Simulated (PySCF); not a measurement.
Geometries of 2 isomers of C5H6BF2N, from PySCF, PBE0-D3(BJ)/def2-SVP geometry optimisation, gas phase. One conformer each, no zero-point energy, no frequencies.

Question: Which isomer lies lower at this level?
A.
```xyz
15
angstrom
C      1.738   -0.693    0.353
N      0.328   -0.431    0.181
C     -0.637   -1.382    0.162
C     -1.870   -0.775   -0.021
C     -1.625    0.606   -0.115
C     -0.249    0.816    0.012
B      0.493    2.146   -0.031
F     -0.163    3.285   -0.203
F      1.814    2.239    0.098
H      1.888   -1.775    0.458
H      2.124   -0.193    1.253
H      2.313   -0.337   -0.513
H     -0.382   -2.434    0.279
H     -2.830   -1.284   -0.078
H     -2.360    1.396   -0.260
```
B.
```xyz
15
angstrom
F      1.723   -0.279   -1.766
B      2.186    0.360   -0.717
F      3.432    0.792   -0.759
C      1.315    0.627    0.565
N     -0.039    0.140    0.486
C     -1.059    0.764   -0.179
C     -2.165   -0.060   -0.143
C     -1.791   -1.233    0.564
C     -0.470   -1.079    0.933
H      1.317    1.710    0.782
H      1.820    0.171    1.433
H     -0.916    1.746   -0.626
H     -3.139    0.164   -0.574
H     -2.419   -2.092    0.789
H      0.197   -1.739    1.485
```

Answer: A. That is `FB(c1cccn1C)F`, 12.7 kcal/mol below the other.

```tsv
SMILES	atoms numbered as above	E (Eh)	relative (kcal/mol)	relative (kJ/mol)	dipole (D)
Cn1cccc1B(F)F	[CH3:1][n:2]1[cH:3][cH:4][cH:5][c:6]1[B:7]([F:8])[F:9]	-472.71357	0.0	0.0	2.98
FB(F)Cn1cccc1	[F:1][B:2]([F:3])[CH2:4][n:5]1[cH:6][cH:7][cH:8][cH:9]1	-472.69330	12.7	53.2	1.89
```
